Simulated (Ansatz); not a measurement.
Consider the formal exchange of groups at a C–C bond: `FCCF` + `[SiH3][SnH3]` → `F[CH2][SnH2][SiH3]` + `CF`.

Calculated with Ansatz (gas phase, PBE0-D4/def2-TZVP geometries, no zero-point term in ΔE). CCSD(T)/CBS is the MP2 limit (def2-TZVPP, def2-QZVPP) plus CCSD(T) − MP2 in def2-TZVPP, frozen cores. This one scheme is used for every species. DFT in def2-TZVPP. B3LYP here is the variant with VWN-RPA as its local correlation; programs differ in this. def2 core potentials past Kr. For Sn outer-core shells are correlated without core-valence functions, which leaves a few kJ/mol of doubt a bond. Each species was taken in one conformer, which may not be the lowest.

`FCCF`:

Cartesian coordinates in Å:
```
F 0.747 -0.950 -1.276
C 0.287 -0.694 -0.003
C -0.250 0.700 0.101
F -1.440 0.820 -0.584
H -0.493 -1.424 0.233
H 1.122 -0.814 0.696
H -0.432 0.944 1.153
H 0.460 1.418 -0.321
```

`[SiH3][SnH3]`:

Cartesian coordinates in Å:
```
Si 0.469 -1.036 -0.661
Sn -0.444 0.981 0.625
H 1.806 -1.417 -0.134
H 0.600 -0.707 -2.105
H -0.450 -2.195 -0.515
H -0.611 0.614 2.285
H -1.975 1.440 0.025
H 0.607 2.319 0.480
```

`F[CH2][SnH2][SiH3]`:

```xyz
11

F     0.070    2.367   -0.135
C     0.470    1.488   -1.131
Sn   -0.397   -0.474   -0.770
Si   -0.098   -1.081    1.699
H     0.144    1.889   -2.094
H     1.561    1.432   -1.122
H     0.402   -1.586   -1.799
H    -2.047   -0.429   -1.216
H    -0.570   -2.469    1.949
H     1.340   -0.992    2.066
H    -0.875   -0.146    2.553
```

`CF`:

Cartesian coordinates in Å:
```
C -0.023 -0.053 -0.018
F 0.502 1.153 0.385
H -0.723 0.118 -0.839
H -0.545 -0.514 0.824
H 0.789 -0.703 -0.351
```

| level | ΔE (kcal/mol) | difference from CCSD(T)/CBS |
| --- | --- | --- |
| B3LYP-D4 | 3.5 | 0.5 |
| B2PLYP | 4.1 | 1.1 |
| PBE | 4.1 | 1.1 |
| HF/def2-TZVPP | 7.2 | 4.2 |
| MP2/def2-TZVPP | 3.3 | 0.3 |
| SCS-MP2/def2-TZVPP | 3.6 | 0.6 |
| CCSD(T)/def2-TZVPP | 4.2 | 1.2 |
| HF/def2-QZVPP | 7.1 | 4.1 |
| MP2/def2-QZVPP | 2.6 | -0.4 |
| MP2/CBS(def2) | 2.1 | -0.9 |
| CCSD(T)/CBS | 3.0 | 0 |

Largest T1 diagnostic among the species: 0.013.

The D4 term adds −0.7 kcal/mol with B3LYP and −0.5 kcal/mol with PBE0; it sums over pairs of atoms, weighted by their polarisabilities, and B3LYP, whose exchange is more repulsive, gets the larger term. From PBE to PBE0 (25 % exact exchange), in def2-TZVPP and without D4, ΔE moves by +1.1 kcal/mol.
